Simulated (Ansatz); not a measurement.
Stepwise reaction of `[Cl][In]([Cl])[Cl]` with water, as a gas-phase model of exchange steps in deposition or etching. ΔE in kJ/mol.

Program: Ansatz. Geometries: PBE0-D4/def2-TZVP. ΔE: electronic, gas phase. CCSD(T)/CBS adds triple-zeta CCSD(T) − MP2 to the extrapolated MP2 energy (def2 sets, frozen cores). This one scheme is used for every species. DFT in def2-TZVPP. B3LYP here is the variant with VWN-RPA as its local correlation; programs differ in this. Elements past krypton have def2 core potentials. For In outer-core shells are correlated without core-valence functions, which leaves a few kJ/mol of doubt a bond. One conformer a species, not always the lowest.

```
step                                                 reaction  PBE-D4  B3LYP-D4  ωB97M-V  CCSD(T)/CBS
   1  `[Cl][In]([Cl])[Cl]` + H₂O → `[OH][In]([Cl])[Cl]` + HCl    79.1      83.5     84.8         83.2
   2  `[OH][In]([Cl])[Cl]` + H₂O → `[OH][In]([OH])[Cl]` + HCl    82.6      86.3     87.6         85.8
```

(1) Give the row of step 3, `[OH][In]([OH])[Cl]` + H₂O → `[OH][In]([OH])[OH]` + HCl. (An estimate is asked.)

(2) By hand: ΔE of the 3 steps together at CCSD(T)/CBS.

Answers

(1) The calculation gave: 
```tsv
step	reaction	PBE-D4	B3LYP-D4	ωB97M-V	CCSD(T)/CBS
3	`[OH][In]([OH])[Cl]` + H₂O → `[OH][In]([OH])[OH]` + HCl	86.2	89.2	90.6	88.6
```

(2) (83.2) + (85.8) + (88.6) = 257.6 kJ/mol, or 85.9 kJ/mol a step.

In ΔE each step is higher than the one before. All are uphill at CCSD(T)/CBS. PBE-D4 differs from CCSD(T)/CBS by -4.1 to -2.4 kJ/mol a step. Isolated molecules leave out the surface, adducts and barriers. Largest T1 diagnostic: 0.017.
